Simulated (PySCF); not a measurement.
Molecule: `C=CC1C[SiH2]C1`, C₅H₁₀Si.

Numbering as in the mapped SMILES `[CH2:1]=[CH:2][CH:3]1[CH2:4][SiH2:5][CH2:6]1`; H(Xn) means a hydrogen on atom n. Ha(C4), Ha(Si5), Ha(C6) are cis to C2 on the ring; Ha(C1) is cis to C3; Hb(C4), Hb(Si5), Hb(C6) are trans to C2 on the ring; Hb(C1) is trans to C3.

Geometry PBE0-D3(BJ)/def2-SVP throughout; GIAO in PySCF 2.14, gas phase, one conformer, non-relativistic; equivalent atoms averaged; basis pcSseg-1.

Problem. How do the absolute shieldings σ depend on the functional? (a selection of nuclei; ppm; last column core-seconds on shared hosts with different chips, so compare them loosely)

Solution. 
| functional | kind | C2 | H(C2) | Ha(C1) | Hb(C1) | Ha(Si5) | Hb(Si5) | H(C3) | Hb(C4)/Hb(C6) | Ha(C4)/Ha(C6) | core-s |
| --- | --- | --- | --- | --- | --- | --- | --- | --- | --- | --- | --- |
| HF | Hartree–Fock | 38.0 | 25.47 | 26.47 | 26.57 | 27.10 | 27.25 | 28.86 | 30.25 | 31.07 | 7.5 |
| LDA | LDA | 21.0 | 24.19 | 25.55 | 25.61 | 25.40 | 25.60 | 27.51 | 28.91 | 29.94 | 21 |
| PBE | GGA | 27.5 | 24.73 | 26.04 | 26.09 | 26.01 | 26.17 | 27.94 | 29.36 | 30.31 | 26 |
| BLYP | GGA | 21.6 | 25.01 | 26.32 | 26.40 | 26.32 | 26.44 | 28.13 | 29.58 | 30.48 | 26 |
| BP86 | GGA | 27.3 | 24.82 | 26.11 | 26.17 | 26.09 | 26.24 | 28.00 | 29.44 | 30.37 | 26 |
| OPBE | GGA | 40.4 | 24.78 | 26.04 | 26.02 | 26.13 | 26.29 | 27.98 | 29.41 | 30.32 | 25 |
| KT2 | GGA | 39.5 | 24.86 | 26.17 | 26.23 | 25.99 | 26.15 | 27.87 | 29.25 | 30.25 | 23 |
| KT3 | GGA | 41.2 | 25.09 | 26.36 | 26.39 | 26.37 | 26.50 | 28.07 | 29.48 | 30.39 | 22 |
| B97-D | GGA | 31.6 | 25.08 | 26.35 | 26.41 | 26.44 | 26.56 | 28.18 | 29.64 | 30.52 | 23 |
| B3LYP | global hybrid | 24.5 | 25.06 | 26.27 | 26.35 | 26.45 | 26.58 | 28.25 | 29.68 | 30.56 | 16 |
| PBE0 | global hybrid | 31.0 | 24.85 | 26.04 | 26.09 | 26.24 | 26.40 | 28.13 | 29.53 | 30.46 | 16 |
| mPW1PW91 | global hybrid | 30.4 | 24.94 | 26.11 | 26.16 | 26.33 | 26.49 | 28.20 | 29.61 | 30.51 | 16 |
| WP04 | global hybrid | 21.2 | 25.63 | 26.66 | 26.69 | 27.30 | 27.37 | 28.58 | 30.01 | 30.73 | 26 |
| B97-2 | global hybrid | 33.9 | 25.04 | 26.22 | 26.27 | 26.46 | 26.61 | 28.24 | 29.67 | 30.55 | 24 |
| BHandHLYP | global hybrid | 28.8 | 25.17 | 26.28 | 26.36 | 26.67 | 26.81 | 28.44 | 29.85 | 30.71 | 24 |
| CAM-B3LYP | range-separated hybrid | 25.5 | 24.99 | 26.14 | 26.22 | 26.44 | 26.59 | 28.29 | 29.70 | 30.57 | 34 |
| wB97X-D | range-separated hybrid | 30.7 | 25.03 | 26.14 | 26.21 | 26.44 | 26.60 | 28.34 | 29.75 | 30.63 | 32 |
| LC-wPBE | range-separated hybrid | 32.2 | 24.95 | 25.98 | 26.02 | 26.49 | 26.67 | 28.40 | 29.77 | 30.63 | 50 |

Problem. Which nucleus among those listed moves most, in ppm?

Solution. C2 (alkene CH): from 21.0 ppm with LDA to 41.2 ppm with KT3. The smallest spread is 1.08 ppm, at Hb(C1). Proton shifts span only some 12 ppm, so a few tenths of a ppm matter as much there as several ppm in carbon.
